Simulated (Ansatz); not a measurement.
C2H6ClFSi, SMILES F[C@@H](Cl)C[SiH3].

Geometry: PBE-D3(BJ)/def2-SVP. The structure was generated by enumeration; whether it is a known compound was not checked. One conformer was computed; it need not be the lowest.

Two levels are set side by side: PBE/def2-SVPD (Ansatz, a first-principles code) and PBE0/def2-SVPD (Ansatz). Energy differences of separate SCF runs at the same geometry; the states with an electron removed or added have multiplicity 2 and 2. Differences are taken from unrounded values.

```tsv
quantity	PBE0	PBE	PBE minus PBE0
vertical ionisation energy (eV)	10.99	10.47	-0.52
vertical singlet–triplet gap (eV)	6.62	6.33	-0.30
```
